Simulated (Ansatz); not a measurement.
`Cl[SiH2][O][GeH3]` → `[OH][GeH3]` + `[SiH]Cl` at 500 K and 1 bar (silylene formation by 1,1-elimination).

Computed with Ansatz on PBE0-D4/def2-TZVP structures; ΔE is electronic, products minus reactants. CCSD(T)/CBS is the MP2 limit (def2-TZVPP, def2-QZVPP) plus CCSD(T) − MP2 in def2-TZVPP, frozen cores. This one scheme is used for every species. For Ge outer-core shells are correlated without core-valence functions, which leaves a few kJ/mol of doubt a bond. Scalar relativity is left out up to krypton. One conformer a species, not always the lowest.

| species | CCSD(T)/CBS energy (Eh) | H − E (kJ/mol) | S (J/(mol·K)) |
| --- | --- | --- | --- |
| `Cl[SiH2][O][GeH3]` | -2903.25837 | 169.2 | 432.0 |
| `[OH][GeH3]` | -2153.69723 | 124.0 | 309.0 |
| `[SiH]Cl` | -749.43948 | 39.6 | 274.0 |

H − E and S are ideal-gas, rigid-rotor, harmonic terms from PBE0-D4/def2-TZVP, for one conformer and one mirror image of each species. 1 Eh = 2625.50 kJ/mol, R = 8.31446 J/(mol·K).

Problem. By hand: ΔE, ΔH, ΔS and ΔG.

Solution. ΔE = (-2153.69723) + (-749.43948) − (-2903.25837) = 0.12166 Eh = 319.4 kJ/mol. Δ(H − E) = 124.0 + 39.6 − 169.2 = -5.6, so ΔH = 313.8 kJ/mol. ΔS = 309.0 + 274.0 − 432.0 = 151.0 J/(mol·K). ΔG = 313.8 − 500 × (151.0)/1000 = 238.3 kJ/mol.

Problem. By hand: the equilibrium constant, and the temperature at which ΔG would vanish if ΔH and ΔS stayed fixed.

Solution. log₁₀ K = −ΔG/(RT ln 10) = -24.9. ΔG = 0 at ΔH/ΔS = 2078 K.

The number of gas molecules changes by +1, which sets the sign of ΔS. A doubt of 5 kJ/mol in ΔE shifts log₁₀ K by 0.5 here. Other conformers and mirror images would add mixing entropy, several J/(mol·K) or more a flexible species. Modes under 60 cm⁻¹, often nearly free rotors, make the harmonic entropy too high. These are equilibria of isolated gas molecules and say nothing of rates. Largest T1 diagnostic: 0.013 (customary marks: 0.02 for closed shells, 0.045 for open ones).
